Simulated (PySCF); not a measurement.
Input file for PySCF: R-B3LYP/6-31G* on C2H6 (SMILES CC).

```python
from pyscf import gto, scf, dft, mp
from pyscf.data.elements import chemcore

mol = gto.M(
    atom='''
    C     0.74123171    0.34103940    4.30954020
    C    -0.60887348   -0.35674340    4.44465911
    H     1.06351248    0.38570690    3.26780942
    H     1.51610441   -0.17584861    4.87940635
    H     0.69153905    1.36849079    4.67465788
    H    -1.37381332    0.15316069    3.85673849
    H    -0.94414718   -0.37544933    5.48350042
    H    -0.55886005   -1.39206812    4.09986952
    ''',
    basis='6-31g*',
    cart=True,
    charge=0, spin=0, verbose=3, max_memory=1800)
mf = dft.RKS(mol, xc='b3lyp')
mf.conv_tol = 1e-8
mf.max_cycle = 100
mf.kernel()
if not mf.converged:
    mf = mf.newton().run(mf.mo_coeff, mf.mo_occ)
```

Q: Predict the final total energy.

A: -79.8303 hartree.
